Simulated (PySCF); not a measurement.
Species: C₄H₉OSi (doublet state).
Numbering: `[CH3:1]/[C:2]=[CH:3]\[CH2:4][O:5][SiH3:6]` (hydrogens: H7, H8, H9 on C1; H10 on C3; H11, H12 on C4; H13, H14, H15 on Si6)

Geometry (GFN2-xTB, Å), atoms numbered from 1 in this order:
```xyz
15
C4H9OSi angstrom
C      2.9739    0.0452    0.2322
C      1.8877   -0.6247    0.9295
C      0.6134   -0.8431    0.9107
C     -0.3814   -0.3067   -0.1163
O     -1.4954    0.2071    0.5416
Si    -2.9393    0.6522   -0.0366
H      2.6019    0.6965   -0.5690
H      3.6470   -0.6904   -0.2091
H      3.5456    0.6583    0.9299
H      0.1296   -1.4441    1.6713
H      0.0921    0.4719   -0.7260
H     -0.6810   -1.1310   -0.7787
H     -2.8256    1.7971   -0.9465
H     -3.5677   -0.4445   -0.7828
H     -3.6053    0.9643    1.2156
```

The hyperfine couplings belong to this conformer and change with its torsions.

Method: PySCF, UKS B3LYP, pcH-1 on C H O Si, non-relativistic, mean-field spin-orbit, GIAO. The structure is a single GFN2-xTB conformer in the gas phase; no vibrational or solvent corrections. The geometry wasn't refined by DFT: couplings that depend on bond lengths, twists or pyramidal angles can differ widely from those at the functional's own minimum. No stability test was run, so a lower SCF solution isn't excluded.

Task: Match the computed a_iso(13C) values +275.4, +91.0, +13.7, -10.1 MHz with the sites C1; C2; C3; C4.

Result: 
| site | a_iso (MHz) | ρ(0) (bohr⁻³) | position | distance from C2 (Å) | spin population | largest \|T\| (MHz) |
| --- | --- | --- | --- | --- | --- | --- |
| C1 | +13.7 | +0.0122 | 1 bond from C2 | 1.45 | -0.05 | 8.4 |
| C2 | +275.4 | +0.2451 | largest spin population | 0.00 | +0.99 | 143.2 |
| C3 | -10.1 | -0.0090 | 1 bond from C2 | 1.29 | -0.15 | 17.8 |
| C4 | +91.0 | +0.0810 | 2 bonds from C2 | 2.52 | +0.08 | 16.1 |

Task: The isotropic 1H couplings, averaged over equivalent nuclei, are +115.6, +67.1, -6.9, +0.1 MHz. Assign them to H7/H8/H9; H10; H11/H12; H13/H14/H15.

Result: 
```json
{"site": "H7/H8/H9", "a_iso (MHz)": "+67.1", "ρ(0) (bohr⁻³)": "+0.0150", "position": "2 bonds from C2", "distance from C2 (Å)": "2.10", "bound to": "C1", "spin population there": "-0.05", "largest |T| (MHz)": "10.4"}
{"site": "H10", "a_iso (MHz)": "+115.6", "ρ(0) (bohr⁻³)": "+0.0259", "position": "2 bonds from C2, on C3 of spin population -0.15", "distance from C2 (Å)": "2.08", "bound to": "C3", "spin population there": "-0.15", "largest |T| (MHz)": "11.5"}
{"site": "H11/H12", "a_iso (MHz)": "-6.9", "ρ(0) (bohr⁻³)": "-0.0015", "position": "3 bonds from C2", "distance from C2 (Å)": "2.90", "bound to": "C4", "spin population there": "+0.08", "largest |T| (MHz)": "5.9"}
{"site": "H13/H14/H15", "a_iso (MHz)": "+0.1", "ρ(0) (bohr⁻³)": "0.0000", "position": "5 bonds from C2", "distance from C2 (Å)": "5.69", "bound to": "Si6", "spin population there": "0.00", "largest |T| (MHz)": "0.9"}
```

ρ(0) is the spin density at the nucleus and T the dipolar tensor; a_iso includes a spin–orbit part; entries for several nuclei are means. Largest spin populations (Mulliken): C2 (+0.99), C3 (-0.15), C4 (+0.08) and H7 (+0.07). No atom but C2 exceeds +0.15. The positive populations add up to 1.21 and the negative ones to -0.21, together 2S = 1.

β density exceeds α density at some nuclei, such as C3 (-0.0090) and H11/H12 (-0.0015), spin density in bohr⁻³. In a single determinant that takes different orbitals for the two spins, that is spin polarisation.

Class means assume fast exchange of nuclei equivalent by connectivity; if that motion is slow, each nucleus keeps its own coupling. The three 1H nuclei of mean +67.1 MHz run from 19.1 to 142.8 MHz in the frozen geometry.

Time: 65 s wall (with the writing of density and orbital grids); peak memory 0.87 GiB. Hardware: an Arm Neoverse V1 with one thread, no GPU (shared host).
